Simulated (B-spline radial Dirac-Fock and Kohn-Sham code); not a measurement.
## X-ray lines that fill the K vacancy in Cu¹⁶⁺

System: copper as Cu¹⁶⁺, 1s2 2s2 2p6 3s2 3p1.

Model: independent-particle rates on relativistic LDA orbitals of the hole state (multipoles up to L = 3, Coulomb Auger matrix elements, transition energies from Dirac-Fock). Program: an atomic code on a B-spline grid.

```
line  multipole  energy (eV)  rate (s⁻¹)  share (%)
 Kα2         E1       8049.7    3.12e+14       32.8
 Kα1         E1       8070.3    6.09e+14       64.0
 Kβ3         E1       9044.1    1.03e+13       1.08
 Kβ1         E1       9048.4    2.05e+13       2.16
```

The listed lines hold 100.0 % of the radiative rate. The radiative width is 0.627 eV in the length form and 0.646 eV in the velocity form; the two differ because the transition energies are not eigenvalue differences of the potential that gave the orbitals. Kα2/Kα1 is 0.512 and Kβ/Kα is 0.034.

Values without a named source are computed, but for edge energies of neutral atoms, which are taken from tables.
